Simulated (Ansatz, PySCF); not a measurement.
Gas-phase reaction in SMILES: FC1(F)COC1 [3,3-difluorooxetane] -> CC(F)(F)C=O [2,2-difluoropropanal]
Each molecule is optimised on its own at B3LYP-D3(BJ)/def2-TZVP (Ansatz, a quantum-chemistry and plane-wave program), one conformer each, not searched for the lowest.

Wanted: isomerisation energy (enthalpy at 298 K, with B3LYP-D3(BJ) rigid-rotor harmonic-oscillator terms from PySCF), in kcal/mol. Correlated levels leave the core frozen unless marked. Spin-orbit coupling is left out. Non-relativistic. CBS(X,Y): correlation extrapolated as X^-3; Hartree-Fock from the larger set. [CCSD(T)-MP2]/basis is that difference in the basis named.

Level to compare with: RI-MP2/CBS(cc-pVTZ,cc-pVQZ)+[CCSD(T)-MP2]/cc-pVTZ (Ansatz), -22.5 kcal/mol. It is a level with limits of its own, and the differences hold the functionals' basis error too.

### Question
Rank these functionals by how close they come to RI-MP2/CBS(cc-pVTZ,cc-pVQZ)+[CCSD(T)-MP2]/cc-pVTZ, closest first: SVWN5/def2-TZVPD (Ansatz); HSE06/def2-TZVPD (Ansatz); CAM-B3LYP/def2-TZVPD (Ansatz); M06-2X/def2-TZVPD (PySCF).

### Answer
CAM-B3LYP/def2-TZVPD (range-separated hybrid, -22.0 kcal/mol, difference 0.5), M06-2X/def2-TZVPD (hybrid meta-GGA, -20.5 kcal/mol, difference 2.0), HSE06/def2-TZVPD (screened hybrid, -18.9 kcal/mol, difference 3.6), SVWN5/def2-TZVPD (LDA, -16.0 kcal/mol, difference 6.5)
